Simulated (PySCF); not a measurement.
Stretching SrSb

Set-up: PySCF, scalar-relativistic core potentials, basis sets Sr def2-SVP with ECP28, Sb def2-SVP with ECP28. Energies in eV from Sr + Sb in their ground configurations at the same level. State: ⁴Σ⁻ (quartet), unpaired electrons σ ↑, π ↑↑.

| R (Å) | ωB97X | UHF | UHF-SCS-MP2 | r²SCAN |
| --- | --- | --- | --- | --- |
| 2.817 | -0.3820 | 0.3344 | 0.3252 | -0.644 |
| 2.947 | -0.6891 | -0.0550 | -0.0230 | -0.939 |
| 3.079 | -0.8574 | -0.2847 | -0.2223 | -1.096 |
| 3.177 | -0.9188 | -0.3806 | -0.3015 | -1.150 |
| 3.275 | -0.9397 | -0.4277 | -0.3370 | -1.163 |
| 3.373 | -0.9309 | -0.4377 | -0.3402 | -1.146 |
| 3.504 | -0.8872 | -0.4100 | -0.3104 | -1.092 |
| 3.668 | -0.8014 | -0.3354 | -0.2424 | -0.991 |
| 3.865 | -0.6794 | -0.2284 | -0.1486 | -0.850 |
| 4.127 | -0.5188 | -0.1187 | -0.0434 | -0.660 |

Q: Put a parabola through the three lowest points of the ωB97X curve and estimate Re, k and ωe (reduced mass 50.9 u; 1 eV/Å² = 0.16022 mdyn/Å; ωe = 1302.8·√(k/μ) cm⁻¹).

A: Through R = 3.177, 3.275, 3.373 Å the second-order coefficient is 1.55 eV/Å², so Re ≈ 3.295 Å, k ≈ 0.495 mdyn/Å and ωe ≈ 129 cm⁻¹. A polynomial fit of higher order to the unrounded ωB97X energies gives Re = 3.290 Å, k = 0.466 mdyn/Å, ωe = 125 cm⁻¹; anharmonicity and rounding make the difference.

The higher-order fit for each curve: ωB97X: Re = 3.290 Å, ωe = 125 cm⁻¹, De = 0.94 eV; UHF: Re = 3.355 Å, ωe = 127 cm⁻¹, De = 0.438 eV; UHF-SCS-MP2: Re = 3.335 Å, ωe = 120 cm⁻¹, De = 0.342 eV; r²SCAN: Re = 3.264 Å, ωe = 130 cm⁻¹, De = 1.16 eV.

Correlated steps freeze 4 core orbitals. Correlated levels converge slowly with the basis: in double zeta they bind strong bonds too weakly, by up to about 1 eV, and carry superposition errors of some tenths. ⟨S²⟩ of the unrestricted solution departs from its pure value on part of the curve, where spin states mix. Spin–orbit coupling is left out, which matters for elements this heavy, above all for dissociation energies. The state is the lowest determinant that a PBE0 search found; another state may lie lower at other levels.
